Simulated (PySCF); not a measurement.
# PySCF run on InCl

Input:

```python
from pyscf import gto, scf, mp

mol = gto.M(
    atom='In 0 0 0; Cl 0 0 2.478',
    basis='lanl2dz',
    ecp={'In': 'lanl2dz', 'Cl': 'lanl2dz'},
    charge=0,
    spin=0,
    verbose=3,
)
mf = scf.RHF(mol)
mf.kernel()
mp.MP2(mf).kernel()
mf.dip_moment()
print('orbital energies (hartree):', mf.mo_energy[..., max(0, mol.nelec[1]-3):mol.nelec[0]+3].round(4))
```

```bash
$ OMP_NUM_THREADS=1 python input.py
```

It prints:

```
converged SCF energy = -16.5841860009709
E(RMP2) = -16.6375303726799  E_corr = -0.0533443717090097
E(SCS-RMP2) = -16.6403512545382  E_corr = -0.0561652535672745
Dipole moment(X, Y, Z, Debye):  0.00000,  0.00000, -4.90541
orbital energies (hartree): [-0.4078 -0.4078 -0.3411  0.0115  0.0115  0.083 ]
```

In short: E(SCF) = -16.584186 Eh, E(MP2) − E(SCF) = -0.05334 Eh, μz(SCF) = -4.91 D.

Hardware: Arm Neoverse V1, 1 thread, shared host. Wall time 0.77 s, peak memory 0.11 GiB.

Stability towards an unrestricted solution was not tested. The bond length is a typed value, not an optimised one.
